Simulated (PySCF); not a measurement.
A homologous series of growing length: n-germane mercapto/mercapto. All species are isolated molecules in the gas phase. One relaxed conformer stands for each flexible species; it need not be the lowest. Strings in code marks are SMILES.

The S1 excitation (TDA) from two functionals at the same geometries (B3LYP-D3(BJ)/def2-SVP), both in PySCF: PBE-D3(BJ)/def2-TZVP and r2SCAN-D4/def2-TZVP. Excitations are Tamm–Dancoff values on a coarser integration grid. The basis has no diffuse functions, so Rydberg states are missing or too high.

```
species                                                                    PBE-D3(BJ)/def2-TZVP (eV)
-------------------------------------------------------------------------  -------------------------
n = 1 (`[SH][GeH2][SH]` (H–S–Ge–S torsion -140°, S–Ge–S–H torsion -140°))                       4.92
n = 2 (`[SH][GeH2][GeH2][SH]`)                                                                  4.46
n = 3 (`[GeH2]([GeH2][SH])[GeH2][SH]`)                                                          4.13
n = 4 (`[SH][GeH2][GeH2][GeH2][GeH2][SH]`)                                                      4.10
n = 6 (`[SH][GeH2][GeH2][GeH2][GeH2][GeH2][GeH2][SH]`)                                          3.87
```

Task: What does r2SCAN-D4/def2-TZVP give for each?

Result: 
- n = 1 (`[SH][GeH2][SH]` (H–S–Ge–S torsion -140°, S–Ge–S–H torsion -140°)): 5.44
- n = 2 (`[SH][GeH2][GeH2][SH]`): 4.87
- n = 3 (`[GeH2]([GeH2][SH])[GeH2][SH]`): 4.54
- n = 4 (`[SH][GeH2][GeH2][GeH2][GeH2][SH]`): 4.49
- n = 6 (`[SH][GeH2][GeH2][GeH2][GeH2][GeH2][GeH2][SH]`): 4.26
Over these rows, drawn at random from the members with no instability flagged (it was tested for open shells, ions and some series alone), PBE minus r2SCAN-D4: mean -0.42 eV, from -0.52 eV to -0.39 eV.
